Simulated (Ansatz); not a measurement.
Ansatz results at the PBE0-D4/def2-TZVP geometry: HOMO–LUMO gap (B3LYP/def2-TZVPP) 6.54 eV; HOMO–LUMO gap (PBE0/def2-TZVPP) 7.01 eV; size of the dipole moment (PBE/def2-TZVPP) 1.95 D.

(1) Which molecule gave them?
A. `C[SiH]1CN1`
B. `C=C(Cl)[SiH2][SiH3]`
C. `C[SiH2]C=N`
D. `CC(=N)[SiH3]`

Answers

(1) A. The others give `C=C(Cl)[SiH2][SiH3]`: 6.31, 6.73, 1.15; `C[SiH2]C=N`: 5.79, 6.24, 2.27; `CC(=N)[SiH3]`: 6.05, 6.49, 1.45.

B3LYP here is the variant with VWN-RPA as its local correlation; programs differ in this.
